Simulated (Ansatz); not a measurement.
Computed with frozen-core CCSD(T)/def2-TZVPP // B3LYP-D3(BJ)/def2-TZVP (Ansatz, an electronic-structure program).

Ansatz 0.2 input:
```yaml
crystal:
  periodic: [false, false, false]
  atoms:
    - { symbol: F, position_ang: [1.626606, -0.309448, 0.0] }
    - { symbol: In, position_ang: [-0.090531, 0.691436, 0.0] }
    - { symbol: H, position_ang: [-1.536076, -0.381988, 0.0] }
basis:
  gaussian: { orbitals: def2-TZVPP }
correlation:
  method: ccsd_t
magnetization:
  spin_polarized: true
  initial_magnetization: 1
```

Output:

```
Functional definition: HF
766 factors; integrals over basis functions are off by at most 1.1e-3 eV
mean field evaluation 1: about -7868.9809 eV, gradient 2.5e1 eV
mean field evaluation 2: about -7868.9853 eV, gradient 2.5e1 eV
mean field evaluation 4: about -7871.5782 eV, gradient 2.1e0 eV
mean field evaluation 8: about -7871.6819 eV, gradient 2.1e-1 eV
mean field evaluation 16: about -7870.2924 eV, gradient 2.2e1 eV
mean field evaluation 32: about -7865.7367 eV, gradient 2.6e-2 eV
mean field evaluation 64: about -7868.8970 eV, gradient 2.7e-4 eV
mean field evaluation 96: about -7867.0689 eV, gradient 1.1e-3 eV
mean field -7871.68349329 eV, -289.2790327596 hartree, gradient 2.1e-6 eV, S^2 0.773235; 1 other end points of the search recorded, 0 dependent functions left out
determinant -7871.68349329 eV, -289.2790327596 hartree, with singles and doubles -7885.85833681 eV, -289.7999486509 hartree
determinant -7868.89698528 eV, -289.1766304791 hartree, with singles and doubles -7882.96400506 eV, -289.6935839212 hartree
5 core orbitals not correlated
reference -7871.68349329 eV, -289.2790327596 hartree; 11, 10 occupied and 79, 80 virtual orbitals, 766 factors
second order -14.14743244 eV of doubles, -0.00000000 eV of singles
cycle   1  -14.14014445 eV  change    -1.0e0 eV  update   2.7e-2
cycle   2  -14.16901732 eV  change   -2.9e-2 eV  update   7.9e-3
cycle   3  -14.17160642 eV  change   -2.6e-3 eV  update   4.5e-3
cycle   4  -14.17463178 eV  change   -3.0e-3 eV  update   1.9e-3
cycle   5  -14.17527337 eV  change   -6.4e-4 eV  update   9.6e-4
cycle   6  -14.17595746 eV  change   -6.8e-4 eV  update   4.7e-4
cycle   7  -14.17604432 eV  change   -8.7e-5 eV  update   2.1e-4
cycle   8  -14.17601778 eV  change    2.7e-5 eV  update   9.6e-5
cycle   9  -14.17598775 eV  change    3.0e-5 eV  update   4.0e-5
cycle  10  -14.17598083 eV  change    6.9e-6 eV  update   1.9e-5
perturbative correction -0.40289424 eV, -0.0148060904 hartree
Total energy: -7886.26236837 eV, -289.8147965368 hartree
```

Cost: about 23 core-seconds (a rough figure).
